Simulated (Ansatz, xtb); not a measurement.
# Isomers of C6H8OS in order of energy

6 gas-phase structures of C6H8OS, from a drawn sample of its isomers (lower ones may exist). Each was relaxed with GFN2-xTB; where two conformers were screened, the lower at r2SCAN-D4/def2-SVP is listed:

A. `COc1csc(C)c1`, a singlet
B. `COc1sccc1C`, a singlet
C. `COc1ccsc1C`, a singlet
D. `COc1ccc(C)s1`, a singlet
E. `COc1cc(C)cs1`, a singlet
F. `COc1cscc1C`, a singlet

Problem. Make a reasoned guess at their ranking by r2SCAN-D4/def2-SVP single-point energy.

Solution. Calculated order at r2SCAN-D4/def2-SVP: F (0.0), A (0.6), C (2.1), D (3.0), E (3.1), B (3.5) kcal/mol. Less than 1 kcal/mol parts F and A; C and D; D and E; E and B, so the order within those pairs means little.

Energies above the lowest of each column, in kcal/mol; the last columns are at PBE-D3(BJ)/def2-SVP geometries:

```csv
structure,GFN2-xTB,HF/STO-3G,r2SCAN-D4/def2-SVP,PBE-D3(BJ)/def2-SVP,CCSD(T)/def2-SVP + ΔMP2/def2-TZVPP
F,0.0,1.2,0.0,0.0,0.0
A,0.3,1.1,0.6,0.6,0.9
C,2.3,3.1,2.1,2.0,2.7
D,1.8,0.0,3.0,2.7,3.8
E,1.1,0.1,3.1,2.9,3.4
B,0.5,3.3,3.5,3.1,4.4
```

CCSD(T)/def2-SVP + ΔMP2/def2-TZVPP puts F lowest, with A within 1 kcal/mol; HF/STO-3G picks D. CCSD(T)/def2-SVP + ΔMP2/def2-TZVPP orders those it was run on as F (0.0), A (0.9), C (2.7), E (3.4), D (3.8), B (4.4) kcal/mol. Less than 1 kcal/mol parts F and A; C and E; E and D; D and B, so the order within those pairs means little. Flexible structures stand in one conformer each, not always the lowest. ΔMP2 is the change of the MP2 energy from the smaller to the larger basis.

Over these structures GFN2-xTB departs from r2SCAN-D4/def2-SVP by 1.0 kcal/mol on average once a common shift is removed. A GFN2-xTB relaxation took about 0.29 s and the r2SCAN-D4/def2-SVP energy about 5.6 s on a shared host (Ansatz 0.2.0, xtb 6.7.1).
